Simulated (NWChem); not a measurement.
Species: CuH₂S₂, doublet; SMILES [SH][Cu][SH]

```xyz
5

Cu     0.0000     0.0000     0.0351
S     -2.1363     0.0000     0.0495
H     -2.2595     0.0000    -1.2996
S      2.1363     0.0000     0.0495
H      2.2595     0.0000    -1.2996
```
Atoms are numbered in this order, from 1.

In the optimisation the excess spin sits in a (C2, its own frame). All runs use the structure optimised with PBE0/def2-SVP, spin-unrestricted. The spin multiplicity was typed, not searched, and may not be the lowest. No stability test was run on the SCF state.

Symmetry labels are those of C2v in the frame above (b1 and b2, or b-type labels, depend on it).

**Question.** List the 4 lowest vertical excitations from PBE/def2-SVP, spin-unrestricted, TDA (NWChem).

**Answer.** 
```tsv
state	energy (eV)	oscillator strength	symmetry of the excitation	<S²>
state 1	1.14	0.000	a1	0.75
state 2	1.43	0.001	b1	0.75
state 3	1.54	0.000	a1	0.75
state 4	1.54	0.000	b2	0.75
```
